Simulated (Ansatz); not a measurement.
Wavefunction ladder for `BN[SiH](C)C`

```csv
atom,x (Å),y (Å),z (Å)
B1,-0.1926,2.0254,-1.1401
N2,-0.7438,1.2404,-0.1261
Si3,-0.4885,-0.4625,0.2164
C4,0.2780,-0.6502,1.9081
C5,0.5725,-1.2238,-1.1075
H6,0.5627,1.5307,-1.9278
H7,-0.4793,3.1875,-1.2133
H8,-1.3759,1.7169,0.5038
H9,-1.8287,-1.1186,0.2363
H10,0.3865,-1.7062,2.1701
H11,1.2677,-0.1873,1.9398
H12,-0.3393,-0.1798,2.6779
H13,1.5645,-0.7676,-1.1352
H14,0.6944,-2.2916,-0.9067
H15,0.1217,-1.1132,-2.0956
```

Total charge 0; spin multiplicity 1. The structure was optimised at the PBE0-D4/def2-TZVP level. It is one conformer, not always the lowest. Frozen core, restricted reference, the Gaussian-basis code of Ansatz. CBS rows extrapolate triple and quadruple zeta; past MP2 they add the triple-zeta difference.

| basis | HF (Eh) | MP2 corr. |
| --- | --- | --- |
| def2-SVP | -449.49767 | -0.64664 |
| def2-TZVPP | -449.78465 | -0.79861 |
| def2-QZVPP | -449.80182 | -0.85157 |

(1) Estimate the CCSD correlation energy and the (T) correction in each basis where they were run (hartree).

Results:

(1) 
```csv
basis,CCSD corr.,(T)
def2-SVP,-0.71540,-0.02013
def2-TZVPP,-0.85841,-0.03253
CBS(def2),-0.95060,as TZ
```
